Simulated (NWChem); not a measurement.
**A calculation on H$_{4}$Ti**

```xyz
5

Ti     0.0000     0.0000     0.0000
H      1.3902     0.0000     0.9824
H     -1.3902     0.0000     0.9824
H      0.0000    -1.3902    -0.9825
H      0.0000     1.3902    -0.9825
```
Charge 0, spin multiplicity 1.

The numbers come from NWChem runs, not from measurements. All single points use one geometry, from PBE/def2-SVP, a minimum by its harmonic frequencies.

Symmetry labels belong to the abelian group C2v used in the runs, with the axes of the coordinates shown; states degenerate in a higher group split over its labels.

B3LYP has NWChem's definition, with VWN1-RPA local correlation. The structure started from a generated list of species.

List the lowest 6 singlet excitations that TD-B3LYP/def2-SVPD, VWN1-RPA local correlation gives, with oscillator strengths.


```tsv
state	symmetry	energy (eV)	wavelength (nm)	f
1	b2	3.20	387	0.000
2	b1	3.20	387	0.000
3	a2	3.20	387	0.000
4	a1	3.54	350	0.001
5	b1	3.54	350	0.001
6	b2	3.54	350	0.001
```
